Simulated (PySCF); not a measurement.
Ionisation energy of Ru²⁹⁺ by level of theory

Ru²⁹⁺ [Ne] 3s2 3p3 (4S) → Ru³⁰⁺ [Ne] 3s2 3p2 (3P), as a difference of total energies. Calculation: PySCF 2.14, in an uncontracted even-tempered set (18 s from 4.1 bohr⁻², ratio 2.5; 12 p from 5.4 bohr⁻², ratio 2.5; 5 d from 23 bohr⁻², ratio 2.7; 4 f from 34 bohr⁻², ratio 2.7); scalar relativity by spin-free X2C-1e. Correlated levels: outer shells: 1s2 frozen; virtual orbitals above 40 to 60 times the deepest correlated orbital energy dropped. The calculations carry no spin-orbit coupling.

| method | ionisation energy (eV) |
| --- | --- |
| UHF | 1661.9 |
| LDA | 1662.5 |
| PBE | 1662.8 |
| PBE0 | 1662.9 |
| r2SCAN | 1663.6 |
| PW91 | 1663.2 |
| PBEsol | 1662.4 |
| MP2 (outer shells) | 1662.4 |
| SCS-MP2 (outer shells) | 1662.1 |

Spin-orbit coupling is strong in these open shells (close to jj coupling). The scalar numbers leave it out and a first-order estimate fails, so it can dominate the gap to the real levels.

Breit and QED terms and the two-electron picture change are absent.

For comparison: 1659 ± 6 eV (semi-empirical (NIST evaluation); NIST Atomic Spectra Database, ionization energies).
